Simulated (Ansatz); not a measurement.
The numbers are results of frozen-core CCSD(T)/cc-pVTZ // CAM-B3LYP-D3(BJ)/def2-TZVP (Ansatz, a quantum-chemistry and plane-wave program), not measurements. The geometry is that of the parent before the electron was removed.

Ansatz 0.2 input:
```yaml
crystal:
  periodic: [false, false, false]
  atoms:
    - { symbol: O, position_ang: [-1.305295, -1.030287, -0.267943] }
    - { symbol: Al, position_ang: [-0.000011, 0.000064, 0.000079] }
    - { symbol: O, position_ang: [1.553969, -0.631673, 0.15287] }
    - { symbol: O, position_ang: [-0.24864, 1.662058, 0.115213] }
    - { symbol: H, position_ang: [-2.210275, -0.737078, -0.3637] }
    - { symbol: H, position_ang: [1.762836, -1.563044, 0.09755] }
    - { symbol: H, position_ang: [0.447417, 2.299962, 0.265931] }
basis:
  gaussian: { orbitals: cc-pVTZ }
correlation:
  method: ccsd_t
total_charge: 1
magnetization:
  spin_polarized: true
  initial_magnetization: 1
```

Output:

```
Functional definition: HF
1000 factors; integrals over basis functions are off by at most 8.4e-4 eV
mean field evaluation 1: about -12729.9725 eV, gradient 5.0e1 eV
mean field evaluation 2: about -12729.9846 eV, gradient 5.0e1 eV
mean field evaluation 4: about -12738.1955 eV, gradient 4.4e0 eV
mean field evaluation 8: about -12738.7851 eV, gradient 2.9e0 eV
mean field evaluation 16: about -12739.0759 eV, gradient 3.9e-4 eV
mean field evaluation 32: about -12738.2526 eV, gradient 9.7e-3 eV
mean field evaluation 64: about -12739.0753 eV, gradient 4.3e-2 eV
mean field evaluation 96: about -12738.5338 eV, gradient 3.2e-1 eV
mean field evaluation 128: about -12738.5354 eV, gradient 1.9e-2 eV
mean field evaluation 160: about -12737.4303 eV, gradient 2.2e-1 eV
mean field evaluation 192: about -12734.2614 eV, gradient 3.2e1 eV
mean field evaluation 224: about -12737.3562 eV, gradient 1.2e-1 eV
mean field evaluation 256: about -12736.7427 eV, gradient 4.6e-3 eV
mean field evaluation 288: about -12736.5344 eV, gradient 6.7e-4 eV
mean field evaluation 320: about -12739.0757 eV, gradient 1.6e-3 eV
mean field evaluation 352: about -12738.5355 eV, gradient 7.5e-2 eV
mean field evaluation 384: about -12732.6830 eV, gradient 3.3e-1 eV
mean field evaluation 416: about -12732.6833 eV, gradient 2.4e-3 eV
mean field evaluation 448: about -12738.2526 eV, gradient 6.2e-6 eV
mean field -12739.07588437 eV, -468.1524038947 hartree, gradient 2.0e-6 eV, S^2 0.756056; 20 other end points of the search recorded, 0 dependent functions left out
determinant -12739.07588437 eV, -468.1524038947 hartree, with singles and doubles -12759.74437236 eV, -468.9119568188 hartree
determinant -12739.07575629 eV, -468.1523991880 hartree, with singles and doubles -12759.74399102 eV, -468.9119428049 hartree
determinant -12739.07571812 eV, -468.1523977854 hartree, with singles and doubles -12759.74439051 eV, -468.9119574860 hartree
determinant -12738.53567081 eV, -468.1325514128 hartree, with singles and doubles -12759.18603317 eV, -468.8914382321 hartree
determinant -12738.53560291 eV, -468.1325489176 hartree, with singles and doubles -12759.18582768 eV, -468.8914306803 hartree
determinant -12738.53543061 eV, -468.1325425854 hartree, with singles and doubles -12759.18532012 eV, -468.8914120279 hartree
determinant -12738.25266952 eV, -468.1221513071 hartree, with singles and doubles -12759.73316621 eV, -468.9115450004 hartree
determinant -12738.25263640 eV, -468.1221500901 hartree, with singles and doubles -12759.67050524 eV, -468.9092422524 hartree
determinant -12738.25253945 eV, -468.1221465272 hartree, with singles and doubles -12759.67041461 eV, -468.9092389217 hartree
determinant -12737.42962678 eV, -468.0919050441 hartree, with singles and doubles -12759.24153367 eV, -468.8934778377 hartree
determinant -12737.42957481 eV, -468.0919031346 hartree, with singles and doubles -12759.24161959 eV, -468.8934809953 hartree
determinant -12737.35654736 eV, -468.0892194249 hartree, with singles and doubles -12758.90842918 eV, -468.8812364735 hartree
determinant -12736.74269004 eV, -468.0666605848 hartree, with singles and doubles -12758.74172668 eV, -468.8751102696 hartree
determinant -12736.53439661 eV, -468.0590059425 hartree, with singles and doubles -12758.62530801 eV, -468.8708319624 hartree
determinant -12739.07588437 eV, -468.1524038947 hartree, with singles and doubles -12759.67527606 eV, -468.9094175767 hartree
determinant -12739.07575629 eV, -468.1523991880 hartree, with singles and doubles -12759.67514117 eV, -468.9094126195 hartree
determinant -12739.07571812 eV, -468.1523977854 hartree, with singles and doubles -12759.67512029 eV, -468.9094118523 hartree
determinant -12738.53567081 eV, -468.1325514128 hartree, with singles and doubles -12759.11317182 eV, -468.8887606268 hartree
determinant -12738.53560291 eV, -468.1325489176 hartree, with singles and doubles -12759.11311065 eV, -468.8887583789 hartree
determinant -12738.53543061 eV, -468.1325425854 hartree, with singles and doubles -12759.11293672 eV, -468.8887519869 hartree
determinant -12738.25266952 eV, -468.1221513071 hartree, with singles and doubles -12759.67053100 eV, -468.9092431989 hartree
determinant -12739.07588437 eV, -468.1524038947 hartree, with singles and doubles -12759.72778105 eV, -468.9113470996 hartree
determinant -12739.07575629 eV, -468.1523991880 hartree, with singles and doubles -12759.72764997 eV, -468.9113422825 hartree
determinant -12739.07571812 eV, -468.1523977854 hartree, with singles and doubles -12759.72763997 eV, -468.9113419150 hartree
determinant -12738.25266952 eV, -468.1221513071 hartree, with singles and doubles -12759.67218569 eV, -468.9093040076 hartree
determinant -12738.25263640 eV, -468.1221500901 hartree, with singles and doubles -12759.67216005 eV, -468.9093030654 hartree
determinant -12738.25253945 eV, -468.1221465272 hartree, with singles and doubles -12759.67206927 eV, -468.9092997294 hartree
determinant -12737.42962678 eV, -468.0919050441 hartree, with singles and doubles -12759.44199883 eV, -468.9008447966 hartree
determinant -12737.42957481 eV, -468.0919031346 hartree, with singles and doubles -12759.44214510 eV, -468.9008501718 hartree
8 core orbitals not correlated
reference -12739.07588437 eV, -468.1524038947 hartree; 12, 11 occupied and 146, 147 virtual orbitals, 1000 factors
second order -20.12715761 eV of doubles, -0.00000000 eV of singles
cycle   1  -20.65190187 eV  change   -5.2e-6 eV  update   3.3e-6
perturbative correction -0.71704819 eV, -0.0263510348 hartree
Total energy: -12760.44483442 eV, -468.9376983248 hartree
```

Cost: about 60 core-minutes (a rough figure).
